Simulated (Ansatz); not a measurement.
A nudged elastic band was laid between two geometries of CH4NSb (7 atoms, charge 0, multiplicity 1).

Level of theory: RKS r2SCANh/def2-SVP (Ansatz 0.2.0).

```
movable images  : 5
climbing image  : yes
spring          : 5.0 eV/Å²
optimiser       : quadratic models (default)
start path      : straight line
force threshold : 0.05 eV/Å
iteration limit : 60
end points      : relaxed
```

Initial state:

```xyz
7
Properties=species:S:1:pos:R:3
C -0.887 -0.526 -0.774
N -0.713 -0.490 0.476
Sb 1.171 -0.053 1.275
H -1.885 -0.800 -1.168
H -0.125 -0.297 -1.549
H 0.629 1.456 1.878
H 1.810 0.711 -0.138
```

Final state:

```xyz
7
Properties=species:S:1:pos:R:3
C -0.842 0.158 -0.537
N -0.190 0.033 0.581
Sb 1.818 -0.341 1.120
H -1.916 0.357 -0.539
H -0.303 0.062 -1.482
H -0.776 0.137 1.410
H 2.209 -0.406 -0.553
```

Problem. Which bonds break or form, and what moves?

Solution. Bonds broken: Sb3–H6. Bonds formed: N2–H6.

Problem. Give the energies along the band, and the barrier.

Solution. It converged. The highest image is number 3 of 0 to 6, 166.8 kJ/mol above the first end and 176.9 kJ/mol above the last; the last end lies 10.1 kJ/mol below the first. Another band between the same ends (5 images) ends at a top of the same energy, where a vibrational analysis finds 1 clearly imaginary mode. The orbitals stay closed-shell, which can raise the energy where a bond breaks towards radicals; this wasn't checked here.

| image | path coordinate (Å) | energy (kJ/mol) | Sb3–H6 (Å) | N2–H6 (Å) |
| --- | --- | --- | --- | --- |
| 0 | 0.00 | 0.0 | 1.71 | 2.75 |
| 1 | 0.53 | 13.6 | 1.70 | 2.45 |
| 2 | 1.06 | 76.3 | 1.71 | 1.96 |
| 3 | 1.58 | 166.8 | 1.86 | 1.35 |
| 4 | 2.11 | 75.7 | 2.27 | 1.04 |
| 5 | 2.64 | -0.7 | 2.60 | 1.02 |
| 6 | 3.16 | -10.1 | 2.65 | 1.02 |

Problem. What is the geometry of the highest image?

Solution. 
```xyz
7
Properties=species:S:1:pos:R:3
C -0.930 -0.094 -0.630
N -0.515 -0.280 0.570
Sb 1.513 -0.461 1.226
H -1.981 0.196 -0.791
H -0.304 -0.212 -1.533
H 0.024 0.650 1.377
H 2.194 0.200 -0.219
```

The band took 8 iterations and about 3 core-minutes.

The run took 110 s on 2 threads of Arm Neoverse V2, on a shared host, peak memory 0.19 GiB.
